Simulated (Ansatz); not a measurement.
Calculated with Ansatz (gas phase, PBE0-D4/def2-TZVP geometries, no zero-point term in ΔE). CCSD(T)/CBS adds triple-zeta CCSD(T) − MP2 to the extrapolated MP2 energy (def2 sets, frozen cores). This one scheme is used for every species. DFT in def2-TZVPP. One conformer a species, not always the lowest.

Reaction (formal hydrolysis of the Al–C bond): `O[C](F)(F)[AlH2]` + H₂O → `[OH][AlH2]` + `OC(F)F`

CCSD(T)/CBS gives -168.9 kJ/mol.

Another level gave -163.6 kJ/mol. Which?
A. r2SCAN0-D4/def2-TZVPP
B. RPA@PBE/def2-TZVPP
C. HF/def2-TZVPP
D. LDA (SPW92)/def2-TZVPP

D. LDA (SPW92) -163.6, RPA@PBE/def2-TZVPP -171.2, r2SCAN0-D4 -176.1, HF/def2-TZVPP -190.8 kJ/mol.

Largest T1 diagnostic among the species: 0.013.

From r2SCAN to r2SCAN0 (25 % exact exchange), in def2-TZVPP and without D4, ΔE moves by −3.3 kJ/mol. In def2-TZVPP, CCSD(T) changes the Hartree–Fock value by +15.8 kJ/mol (the triples alone add +2.3 kJ/mol) and MP2 by +10.5 kJ/mol. Leaving LDA and LC-ωPBE aside and taking each functional with its dispersion term where it has one, the values, not all of them listed here, spread over 22.1 kJ/mol, from BHLYP-D4 to revPBE-D4.
